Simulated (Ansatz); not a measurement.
Start from `ClBCl` and change one element to get `[Cl][InH][Cl]`.

Ansatz, PBE0-D4/def2-TZVP geometries, multiplicity 1. 

Elements past krypton have def2 core potentials.

| property | `ClBCl` |
| --- | --- |
| zero-point energy (PBE0-D4/def2-TZVP) / kJ/mol | 39.1 |
| LUMO energy (PBE0/def2-TZVPP) / eV | -1.73 |
| HOMO energy (PBE0/def2-TZVPP) / eV | -9.25 |
| HOMO–LUMO gap (ωB97M-V/def2-TZVPP) / eV | 11.88 |
| size of the dipole moment (PBE/def2-TZVPP) / D | 0.33 |
| HOMO–LUMO gap (PBE0/def2-TZVPP) / eV | 7.52 |

What does the change do to each property? (An estimate is asked.)

The calculation gave: 
| property | `[Cl][InH][Cl]` | shift |
| --- | --- | --- |
| zero-point energy (PBE0-D4/def2-TZVP) / kJ/mol | 21.5 | -17.6 |
| LUMO energy (PBE0/def2-TZVPP) / eV | -1.95 | -0.22 |
| HOMO energy (PBE0/def2-TZVPP) / eV | -8.92 | 0.33 |
| HOMO–LUMO gap (ωB97M-V/def2-TZVPP) / eV | 10.76 | -1.12 |
| size of the dipole moment (PBE/def2-TZVPP) / D | 2.40 | 2.07 |
| HOMO–LUMO gap (PBE0/def2-TZVPP) / eV | 6.97 | -0.55 |

With PBE0 the HOMO rises by 0.33 eV and the LUMO falls by 0.22 eV, so the gap narrows by about 0.55 eV. PBE moves the HOMO by 0.29 eV and ωB97M-V by 0.37 eV. Dipoles are sizes alone; their direction can turn.
